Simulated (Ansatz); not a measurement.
`FC([SiH3])[TeH]` → `[CH]F` + `[SiH3][TeH]` at 400 K and 1 bar (formal loss of a carbene).

Calculated with Ansatz (gas phase, PBE0-D4/def2-TZVP geometries, no zero-point term in ΔE). CCSD(T)/CBS is the MP2 limit (def2-TZVPP, def2-QZVPP) plus CCSD(T) − MP2 in def2-TZVPP, frozen cores. This one scheme is used for every species. Elements past krypton have def2 core potentials. For Te outer-core shells are correlated without core-valence functions, which leaves a few kJ/mol of doubt a bond.

```tsv
species	CCSD(T)/CBS energy (Eh)	H − E (kJ/mol)	S (J/(mol·K))
`FC([SiH3])[TeH]`	-697.62294	164.6	382.3
`[CH]F`	-138.29972	46.3	233.5
`[SiH3][TeH]`	-559.21313	104.4	319.1
```

H − E and S are ideal-gas, rigid-rotor, harmonic terms from PBE0-D4/def2-TZVP, for one conformer and one mirror image of each species. 1 Eh = 2625.50 kJ/mol, R = 8.31446 J/(mol·K).

Task: By hand: ΔE, ΔH, ΔS and ΔG.

Result: ΔE = (-138.29972) + (-559.21313) − (-697.62294) = 0.11009 Eh = 289.0 kJ/mol. Δ(H − E) = 46.3 + 104.4 − 164.6 = -13.9, so ΔH = 275.1 kJ/mol. ΔS = 233.5 + 319.1 − 382.3 = 170.3 J/(mol·K). ΔG = 275.1 − 400 × (170.3)/1000 = 207.0 kJ/mol.

Task: By hand: the equilibrium constant, and the temperature at which ΔG would vanish if ΔH and ΔS stayed fixed.

Result: log₁₀ K = −ΔG/(RT ln 10) = -27.0. ΔG = 0 at ΔH/ΔS = 1615 K.

The number of gas molecules changes by +1, which sets the sign of ΔS. A doubt of 5 kJ/mol in ΔE shifts log₁₀ K by 0.7 here. Other conformers and mirror images would add mixing entropy, several J/(mol·K) or more a flexible species. These are equilibria of isolated gas molecules and say nothing of rates. Largest T1 diagnostic: 0.018 (customary marks: 0.02 for closed shells, 0.045 for open ones).
